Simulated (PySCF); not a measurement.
# Electron correlation in Hg (mercury, neutral)

[Xe] 4f14 5d10 6s2, closed-shell 1S. Computed with PySCF 2.14 in aug-cc-pVTZ-PP with ECP60MDF (6s6p5d3f2g, 88 functions), with a scalar-relativistic core potential. Frozen: 5s2 5p6; 12 electrons correlated.

```
  level  correlation energy (mhartree)
   CCSD                        -419.19
    (T)                         -19.22
CCSD(T)                        -438.41
```

Diagnostics: T1 = 0.016, D1 = 0.0526, largest double amplitude 0.035.

Cost of the coupled-cluster step: about 8 core-seconds, for 12 correlated electrons.
